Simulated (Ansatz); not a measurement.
## A relaxation, step by step

BNH₅ClO₂, closed shell, PBE0-D4/def2-TZVP (Ansatz 0.2.0). Settings:

```yaml
hamiltonian: {xc: pbe0, dispersion: d4}
relax: {f_tol: 0.005, max_steps: 200}
```

Start, a step off a saddle point along its unstable mode:

```tsv
atom	x (Å)	y (Å)	z (Å)
B1	-0.1413	0.4526	-0.4925
Cl2	1.5135	-1.7729	0.7897
O3	-0.7913	0.0701	-1.5993
O4	1.0602	1.0905	-0.4804
H5	0.0975	-0.9019	1.0028
N6	-0.7381	-0.0420	0.7936
H7	-0.2720	0.2003	-2.3989
H8	1.6851	0.6879	0.1604
H9	-1.6687	-0.4368	0.6804
H10	-0.7452	0.6523	1.5440
```

| step | energy less the last (meV) | largest force component (eV/Å) |
| --- | --- | --- |
| 1 | 306.8 | 0.999 |
| 3 | 185.0 | 0.367 |
| 5 | 76.1 | 0.223 |
| 7 (rejected trial) | 53.9 | 0.635 |
| 9 | 34.7 | 0.279 |
| 11 | 28.9 | 0.134 |
| 13 | 19.7 | 0.346 |
| 15 (rejected trial) | 13.2 | 0.186 |
| 17 | 6.6 | 0.068 |
| 19 | 2.5 | 0.187 |
| 21 | 1.1 | 0.060 |
| 23 | 0.4 | 0.067 |
| 25 | 0.1 | 0.021 |
| 27 (rejected trial) | 0.0 | 0.015 |
| 29 | 0.0 | 0.006 |
| 30 | 0.0 | 0.002 |

Step 3, positions (Å) and forces (eV/Å):

```json
{"atom": "B1", "x": "-0.114", "y": "0.400", "z": "-0.530", "Fx": "-0.159", "Fy": "0.332", "Fz": "-0.180"}
{"atom": "Cl2", "x": "1.531", "y": "-1.724", "z": "1.068", "Fx": "-0.061", "Fy": "0.075", "Fz": "0.089"}
{"atom": "O3", "x": "-0.858", "y": "0.185", "z": "-1.640", "Fx": "0.143", "Fy": "0.033", "Fz": "0.188"}
{"atom": "O4", "x": "1.078", "y": "1.040", "z": "-0.521", "Fx": "-0.096", "Fy": "-0.367", "Fz": "-0.039"}
{"atom": "H5", "x": "0.125", "y": "-0.914", "z": "1.038", "Fx": "0.277", "Fy": "-0.146", "Fz": "0.096"}
{"atom": "N6", "x": "-0.718", "y": "-0.083", "z": "0.761", "Fx": "-0.110", "Fy": "-0.008", "Fz": "-0.297"}
{"atom": "H7", "x": "-0.373", "y": "0.363", "z": "-2.453", "Fx": "-0.034", "Fy": "0.043", "Fz": "0.081"}
{"atom": "H8", "x": "1.691", "y": "0.627", "z": "0.111", "Fx": "-0.035", "Fy": "0.047", "Fz": "0.048"}
{"atom": "H9", "x": "-1.639", "y": "-0.496", "z": "0.657", "Fx": "0.023", "Fy": "0.001", "Fz": "0.004"}
{"atom": "H10", "x": "-0.723", "y": "0.601", "z": "1.508", "Fx": "0.053", "Fy": "-0.010", "Fz": "0.010"}
```

Step 5, positions (Å) and forces (eV/Å):

| atom | x | y | z | Fx | Fy | Fz |
| --- | --- | --- | --- | --- | --- | --- |
| B1 | -0.140 | 0.410 | -0.586 | 0.017 | -0.019 | -0.090 |
| Cl2 | 1.623 | -1.542 | 1.397 | -0.079 | 0.075 | 0.016 |
| O3 | -0.953 | 0.360 | -1.669 | 0.142 | 0.072 | 0.135 |
| O4 | 1.134 | 0.851 | -0.600 | -0.223 | -0.157 | 0.042 |
| H5 | 0.203 | -0.915 | 1.059 | 0.178 | -0.053 | 0.066 |
| N6 | -0.703 | -0.131 | 0.695 | -0.007 | -0.046 | -0.152 |
| H7 | -0.488 | 0.571 | -2.485 | -0.029 | 0.037 | 0.033 |
| H8 | 1.644 | 0.433 | 0.122 | 0.084 | 0.023 | -0.064 |
| H9 | -1.612 | -0.570 | 0.609 | -0.032 | 0.034 | -0.003 |
| H10 | -0.709 | 0.535 | 1.458 | -0.051 | 0.034 | 0.018 |

Step 19, positions (Å) and forces (eV/Å):

```json
{"atom": "B1", "x": "-0.094", "y": "0.322", "z": "-0.640", "Fx": "-0.027", "Fy": "0.010", "Fz": "0.000"}
{"atom": "Cl2", "x": "1.829", "y": "-1.075", "z": "1.715", "Fx": "-0.013", "Fy": "-0.008", "Fz": "0.010"}
{"atom": "O3", "x": "-1.019", "y": "0.742", "z": "-1.536", "Fx": "0.076", "Fy": "-0.019", "Fz": "0.037"}
{"atom": "O4", "x": "1.222", "y": "0.353", "z": "-0.790", "Fx": "-0.051", "Fy": "-0.003", "Fz": "-0.039"}
{"atom": "H5", "x": "0.178", "y": "-0.684", "z": "1.228", "Fx": "0.034", "Fy": "0.000", "Fz": "0.003"}
{"atom": "N6", "x": "-0.686", "y": "-0.236", "z": "0.663", "Fx": "-0.105", "Fy": "0.178", "Fz": "0.107"}
{"atom": "H7", "x": "-0.624", "y": "1.071", "z": "-2.349", "Fx": "0.002", "Fy": "0.003", "Fz": "0.004"}
{"atom": "H8", "x": "1.704", "y": "-0.080", "z": "-0.023", "Fx": "-0.031", "Fy": "0.012", "Fz": "0.010"}
{"atom": "H9", "x": "-1.420", "y": "-0.919", "z": "0.492", "Fx": "0.020", "Fy": "0.015", "Fz": "0.011"}
{"atom": "H10", "x": "-1.090", "y": "0.506", "z": "1.239", "Fx": "0.095", "Fy": "-0.187", "Fz": "-0.144"}
```

Last step (30):

B1  (-0.098, 0.312, -0.645)
Cl2  (1.829, -1.019, 1.754)
O3  (-1.014, 0.813, -1.505)
O4  (1.211, 0.259, -0.839)
H5  (0.197, -0.612, 1.264)
N6  (-0.684, -0.235, 0.663)
H7  (-0.615, 1.148, -2.314)
H8  (1.692, -0.155, -0.063)
H9  (-1.340, -0.994, 0.498)
H10  (-1.179, 0.482, 1.187)
(Å)

The run took about 82 s on 4 CPU threads of an Arm Neoverse V1 (shared host).
